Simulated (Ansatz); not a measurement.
Computed with Ansatz on PBE0-D4/def2-TZVP structures; ΔE is electronic, products minus reactants. CCSD(T)/CBS adds triple-zeta CCSD(T) − MP2 to the extrapolated MP2 energy (def2 sets, frozen cores). This one scheme is used for every species. For Ga outer-core shells are correlated without core-valence functions, which leaves a few kJ/mol of doubt a bond. Scalar relativity is left out up to krypton.

Consider the ligand exchange at a Ga–C bond: `[CH3][GaH2]` + H₂S → `[SH][GaH2]` + CH₄.

`[CH3][GaH2]`:

```xyz
7

C    -0.016   -0.172    0.888
Ga   -0.013    0.198   -1.043
H     0.925    0.189    1.319
H    -0.834    0.330    1.407
H    -0.067   -1.244    1.087
H     0.787   -0.738   -2.024
H    -0.782    1.437   -1.634
```

H₂S:

Cartesian coordinates in Å:
```
S -0.345 0.367 0.360
H 0.795 0.542 -0.324
H -0.450 -0.910 -0.037
```

`[SH][GaH2]`:

```xyz
5

S    -0.802   -0.666    1.210
Ga    0.328    0.539   -0.241
H    -0.903   -1.743    0.414
H     0.713    1.970    0.242
H     0.664   -0.100   -1.624
```

CH₄:

Cartesian coordinates in Å:
```
C 0.000 0.000 0.000
H 0.412 0.343 -0.949
H 0.388 -0.993 0.227
H -1.087 -0.042 -0.070
H 0.286 0.692 0.792
```

```tsv
species	MP2/CBS(def2) energy (Eh)
`[CH3][GaH2]`	-1964.94344
H₂S	-398.94045
`[SH][GaH2]`	-2323.49511
CH₄	-40.43551
```

Problem. Work out ΔE.

Solution. ΔE = (-2323.49511) + (-40.43551) − (-1964.94344) − (-398.94045) = -0.04673 Eh = -29.3 kcal/mol. CCSD(T)/CBS gives -28.7 kcal/mol.

Largest T1 diagnostic among the species: 0.013.

At CCSD(T), def2-SVP lies −1.5 kcal/mol from the extrapolated value and def2-TZVPP +0.3 kcal/mol. Leaving LDA and LC-ωPBE aside and taking each functional with its dispersion term where it has one, the values, not all of them listed here, spread over 2.0 kcal/mol, from B97M-V to ωB97M-V. In def2-TZVPP, CCSD(T) changes the Hartree–Fock value by +1.8 kcal/mol (the triples alone add −0.2 kcal/mol) and MP2 by +1.2 kcal/mol.
